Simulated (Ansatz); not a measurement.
WS2(OH)2 (WS2O2H2). Charge 0, multiplicity 1. Geometry r2SCAN-D4/def2-SVP, basis def2-TZVP, Ansatz.

```json
{"run": "A", "HOMO (eV)": "-6.40", "LUMO (eV)": "-3.34"}
{"run": "B", "HOMO (eV)": "-8.40", "LUMO (eV)": "-1.66"}
{"run": "C", "HOMO (eV)": "-7.23", "LUMO (eV)": "-2.70"}
{"run": "D", "HOMO (eV)": "-5.93", "LUMO (eV)": "-3.20"}
{"run": "E", "HOMO (eV)": "-6.27", "LUMO (eV)": "-3.52"}
{"run": "F", "HOMO (eV)": "-9.36", "LUMO (eV)": "-0.71"}
```

In the def2 sets W takes a core potential; there is no spin–orbit coupling.

The runs used BLYP, CAM-B3LYP, LDA (SPW92), PBE0, r2SCAN, ωB97X-V. Estimate which is which.

A r2SCAN (0 % exact exchange); B CAM-B3LYP (range-separated); C PBE0 (25 % exact exchange); D BLYP (0 % exact exchange); E LDA (SPW92) (0 % exact exchange); F ωB97X-V (range-separated). Exact exchange lowers occupied and raises empty levels; among semilocal functionals meta-GGAs tend to open the gap a little, and such runs are hard to tell apart. The gap grows from 2.73 eV (BLYP) to 8.65 eV (ωB97X-V).
